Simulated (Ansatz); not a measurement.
Species: C₄H₁₂Mo (charge 0, triplet). The spin state was set by rule; other spins were not relaxed. 
Structure (B3LYP-D3(BJ)/def2-TZVP (Ansatz, a quantum-chemistry and plane-wave program) minimum search):
SMILES: [CH3][Mo]([CH3])([CH3])[CH3]
```xyz
17

Mo     0.0000     0.0000     0.0000
C      1.7570    -0.3682    -1.0979
H      2.3249    -1.1915    -0.6492
H      2.3941     0.5237    -1.1136
H      1.5141    -0.6384    -2.1321
C      0.5034     0.5150     1.9773
H     -0.4009     0.7107     2.5652
H      1.1279     1.4157     1.9924
H      1.0587    -0.2995     2.4568
C     -1.0633     1.5838    -0.8883
H     -1.9832     1.7902    -0.3290
H     -1.3344     1.3331    -1.9205
H     -0.4544     2.4952    -0.9019
C     -1.1971    -1.7306     0.0090
H     -1.4696    -2.0144    -1.0141
H     -2.1183    -1.5574     0.5773
H     -0.6588    -2.5675     0.4688
```
Charge 0, spin multiplicity 3.

Parts of the frozen-core correlation energy in def2-SVP (Ansatz, hartree). Frozen orbitals: 8; correlated occupied orbitals by spin: 18 and 16; virtual: 121 and 123. UHF or UKS for open shells. No spin-orbit coupling. Past Kr the def2 sets carry scalar-relativistic core potentials.

```csv
term,value
reference (HF),-225.80108
MP2 opposite-spin,-0.57720
MP2 same-spin,-0.18497
CCSD correlation,-0.83368
(T),-0.02987
T1 diagnostic,0.022
largest doubles amplitude,0.032
<S^2> of the reference,2.076
```
